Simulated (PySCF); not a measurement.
SMILES C(C)[SH2+] (charge +1), CAM-B3LYP/def2-SVP optimised geometry.

```
10

C     -0.77    -0.01     0.00
C      0.74    -0.01     0.00
S      1.52     0.78    -1.48
H     -1.19     1.01     0.00
H     -1.19    -0.57    -0.85
H     -1.11    -0.50     0.92
H      1.19     0.55     0.84
H      1.19    -1.01     0.00
H      0.81     0.19    -2.47
H      0.82     1.94    -1.53
```

Density from PySCF 2.14.0 with CAM-B3LYP/def2-TZVP at that geometry.

Minimum of the electron density along straight lines between bonded atoms, close to the bond critical point (lines longer than 1.1 times the sum of covalent radii, or with two minima, are not listed):

| bond | length / Å | ρ at the minimum / e bohr⁻³ | ∇²ρ there / e bohr⁻⁵ | position (fraction from the first atom) |
|---|---|---|---|---|
| C1–C2 | 1.512 | 0.251 | -0.64 | 0.47 |
| C2–S3 | 1.846 | 0.170 | -0.25 | 0.43 |
| C1–H4 | 1.100 | 0.275 | -0.94 | 0.65 |
| C1–H5 | 1.100 | 0.275 | -0.94 | 0.65 |
| C1–H6 | 1.100 | 0.274 | -0.94 | 0.65 |
| C2–H7 | 1.100 | 0.280 | -0.98 | 0.66 |
| C2–H8 | 1.100 | 0.280 | -0.98 | 0.66 |
| S3–H9 | 1.359 | 0.220 | -0.67 | 0.68 |
| S3–H10 | 1.359 | 0.220 | -0.67 | 0.68 |
